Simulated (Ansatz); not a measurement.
(1) Predict a relaxed structure of cis-Sn(H2O)2Cl4 (SnCl₄O₂H₄), charge 0, singlet, at PBE0-D4/def2-SVP (Ansatz).

Answers

(1) 
```csv
atom,x (Å),y (Å),z (Å)
Sn1,-0.011,-0.234,-0.726
O2,-0.443,-1.076,1.409
H3,0.436,-1.425,1.639
H4,-1.011,-1.850,1.272
Cl5,0.663,1.017,-2.609
O6,0.472,1.693,0.501
H7,-0.404,2.119,0.507
H8,1.031,2.235,-0.078
Cl9,-0.726,-2.346,-1.500
Cl10,-2.176,0.737,-0.435
Cl11,2.170,-0.871,0.019
```
Point group C2 (tolerance 0.1 Å). This is one stationary point.

In the def2 sets Sn takes a core potential; there is no spin–orbit coupling.
